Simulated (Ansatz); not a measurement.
`CCB(F)Cl` + CH₄ → `CCB(C)F` + HCl  (formal exchange of groups at a B–Cl bond)

Isolated molecules relaxed with PBE0-D4/def2-TZVP in Ansatz; ΔE leaves out vibrations. CBS: MP2 limit from def2 TZ/QZ plus the TZ coupled-cluster correction, frozen cores. This one scheme is used for every species. Functionals use def2-TZVPP. B3LYP here is the variant with VWN-RPA as its local correlation; programs differ in this. Each species was taken in one conformer, which may not be the lowest.

| level | ΔE (kcal/mol) | difference from CCSD(T)/CBS |
| --- | --- | --- |
| r2SCAN-D4 | 23.2 | 1.4 |
| B3LYP-D4 | 22.4 | 0.6 |
| BHLYP-D4 | 22.5 | 0.7 |
| ωB97M-V | 22.1 | 0.3 |
| B2PLYP | 22.8 | 1.0 |
| PBE | 22.5 | 0.7 |
| PBE0 | 22.2 | 0.4 |
| r2SCANh | 23.1 | 1.3 |
| r2SCAN0 | 22.9 | 1.1 |
| BHLYP | 22.4 | 0.6 |
| RPA@PBE/def2-TZVPP | 21.4 | -0.4 |
| HF/def2-SVP | 24.0 | 2.2 |
| CCSD/def2-SVP | 24.1 | 2.3 |
| MP2/def2-TZVPP | 23.1 | 1.3 |
| SCS-MP2/def2-TZVPP | 22.8 | 1.0 |
| HF/CBS(def2) | 22.6 | 0.8 |
| CCSD(T)/CBS | 21.8 | 0 |

Largest T1 diagnostic among the species: 0.011.

Leaving LDA and LC-ωPBE aside and taking each functional with its dispersion term where it has one, the values, not all of them listed here, spread over 1.4 kcal/mol, from CAM-B3LYP-D4 to B97M-V. LDA lies −1.0 kcal/mol from PBE without D4. At CCSD(T), def2-SVP lies +2.6 kcal/mol from the extrapolated value and def2-TZVPP +0.1 kcal/mol.
